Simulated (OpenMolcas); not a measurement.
A calculation on Hf+.

```json
{"Program": "OpenMolcas", "Method": "MS-CASPT2, IPEA 0.25 Eh, imaginary shift 0.1 Eh (closed shells correlated: 5s 5p)", "Basis": "ANO-RCC-VTZP [8s7p5d3f2g1h]", "Scalar Hamiltonian": "DKH2, point nucleus", "Active space": "3 electrons in 11 orbitals (5d 6s 6d)", "State averaging": "2S+1 = 2 even, 29 roots; 2S+1 = 4 even, 17 roots kept (CI in the orbitals of an earlier block)", "Spin-orbit coupling": "state interaction with AMFI integrals over the reference wave functions, term energies averaged over their components"}
```

**Question.** Which level of the active space comes out lowest?

**Answer.** 5d 6s² ²D_3/2, with 93 % of that term; it is also the measured ground level.

**Question.** How high does 5d² 6s ⁴F_9/2 lie?

**Answer.** 8650 cm⁻¹ above the lowest level; measured 8362 cm⁻¹ above the ground level, so the calculation is off by +4 %.

**Question.** How high does 5d² 6s ⁴F_7/2 lie?

**Answer.** 6370 cm⁻¹ above the lowest level; measured 6344 cm⁻¹ above the ground level, so the calculation is off by 0 %.

**Question.** How high does 5d² 6s ⁴P_5/2 [69 %] lie?

**Answer.** 13750 cm⁻¹ above the lowest level; measured 13486 cm⁻¹ above the ground level, so the calculation is off by +2 %.

**Question.** The level at 14720 cm⁻¹ has J = 3/2. What is it made of, and what is its g factor?

**Answer.** 46 % 5d² 6s ²P_3/2, 46 % 5d² 6s ²D, 3 % 5d² 6s ⁴P; g = 1.066, against 1.334 from Landé's formula for the pure leading term.

Measured values: NIST Handbook of Basic Atomic Spectroscopic Data.

CASPT2 does not keep the components of a term degenerate, so their means are used; among the terms shown or strongly mixed into the levels shown the widest spread is 610 cm-1 (5d² 6s ²F). Terms from blocks run as CI alone lack orbitals of their own. Active for correlation alone: 6d; no level in the range computed is led by a configuration that fills it, so any true level of that kind is missing. The CASPT2 spread within a term exceeds the gap to the next term for 5d² 6s ⁴P and 5d² 6s ²F, 5d² 6s ²P and 5d² 6s ²D, so the order of their levels is uncertain, and so are names and mixing where such terms share a J. Computed and measured levels are paired by configuration, term and J; levels that our copy of the source lacks, or whose pairing is in doubt (as where it misses far off the trend of its configuration), stay unpaired and out of the deviations. Only configurations of the active space appear.

A share in square brackets marks a mixed level and gives the weight of the term that names it.
